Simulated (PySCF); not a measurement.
C3H14Si3, SMILES C(C([SiH3])C[SiH3])[SiH3]. Coordinates come from a PBE-D3(BJ)/def2-SVP optimisation. The values are those of a single conformer.

Computed equilibrium geometry at PBE-D3(BJ)/def2-SVP (PySCF confirms it by a frequency run) as Cartesian coordinates in Å (one conformer of several):
```xyz
20

Si    -1.0942     2.0775     1.2668
C     -0.7866     0.7543    -0.0672
C      0.4040    -0.2068     0.1404
Si     2.0846     0.6999     0.2749
C      0.4929    -1.2870    -0.9652
Si    -1.0141    -2.4439    -1.1235
H     -0.0825     3.1894     1.2007
H     -1.0347     1.4578     2.6384
H     -2.4621     2.6710     1.0605
H     -0.6933     1.2765    -1.0463
H     -1.7342     0.1721    -0.1383
H      0.2710    -0.7212     1.1207
H      2.1462     1.5874     1.4897
H      3.1912    -0.3169     0.3693
H      2.3049     1.5448    -0.9536
H      1.3718    -1.9467    -0.7927
H      0.6644    -0.8132    -1.9584
H     -2.2163    -1.7567    -1.7144
H     -0.6617    -3.6052    -2.0145
H     -1.3948    -2.9720     0.2359
```
